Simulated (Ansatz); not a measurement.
Gas-phase electronic energies from Ansatz, PBE0-D4/def2-TZVP geometries. CBS: MP2 limit from def2 TZ/QZ plus the TZ coupled-cluster correction, frozen cores. DFT in def2-TZVPP. B3LYP here is the variant with VWN-RPA as its local correlation; programs differ in this. For As outer-core shells are correlated without core-valence functions, which leaves a few kJ/mol of doubt a bond. Scalar relativity is left out up to krypton. Each species was taken in one conformer, which may not be the lowest.

Reaction (ligand exchange at the Si–O bond): `C=C[SiH2]O[SiH](F)F` + `[AsH3]` → `C=C[SiH2][AsH2]` + `O[SiH](F)F`

```json
{"level": "PBE-D4", "ΔE (kcal/mol)": "14.7", "difference from CCSD(T)/CBS": "-4.3"}
{"level": "PBE0-D4", "ΔE (kcal/mol)": "16.3", "difference from CCSD(T)/CBS": "-2.7"}
{"level": "B3LYP-D4", "ΔE (kcal/mol)": "20.3", "difference from CCSD(T)/CBS": "1.3"}
{"level": "ωB97M-V", "ΔE (kcal/mol)": "19.6", "difference from CCSD(T)/CBS": "0.6"}
{"level": "PBE", "ΔE (kcal/mol)": "14.2", "difference from CCSD(T)/CBS": "-4.8"}
{"level": "PBE0", "ΔE (kcal/mol)": "15.8", "difference from CCSD(T)/CBS": "-3.2"}
{"level": "B3LYP", "ΔE (kcal/mol)": "19.6", "difference from CCSD(T)/CBS": "0.6"}
{"level": "HF/def2-TZVPP", "ΔE (kcal/mol)": "24.9", "difference from CCSD(T)/CBS": "5.9"}
{"level": "MP2/def2-TZVPP", "ΔE (kcal/mol)": "18.5", "difference from CCSD(T)/CBS": "-0.5"}
{"level": "SCS-MP2/def2-TZVPP", "ΔE (kcal/mol)": "20.2", "difference from CCSD(T)/CBS": "1.2"}
{"level": "CCSD/def2-TZVPP", "ΔE (kcal/mol)": "20.3", "difference from CCSD(T)/CBS": "1.3"}
{"level": "CCSD(T)/def2-TZVPP", "ΔE (kcal/mol)": "19.4", "difference from CCSD(T)/CBS": "0.4"}
{"level": "MP2/def2-QZVPP", "ΔE (kcal/mol)": "18.5", "difference from CCSD(T)/CBS": "-0.5"}
{"level": "SCS-MP2/def2-QZVPP", "ΔE (kcal/mol)": "20.3", "difference from CCSD(T)/CBS": "1.3"}
{"level": "HF/CBS(def2)", "ΔE (kcal/mol)": "25.7", "difference from CCSD(T)/CBS": "6.7"}
{"level": "CCSD/CBS(def2)", "ΔE (kcal/mol)": "20.0", "difference from CCSD(T)/CBS": "1.0"}
{"level": "CCSD(T)/CBS", "ΔE (kcal/mol)": "19.0", "difference from CCSD(T)/CBS": "0"}
```

Largest T1 diagnostic among the species: 0.012.

From PBE to PBE0 (25 % exact exchange), in def2-TZVPP and without D4, ΔE moves by +1.6 kcal/mol. In def2-TZVPP, CCSD(T) changes the Hartree–Fock value by −5.5 kcal/mol (the triples alone add −1.0 kcal/mol) and MP2 by −6.4 kcal/mol.
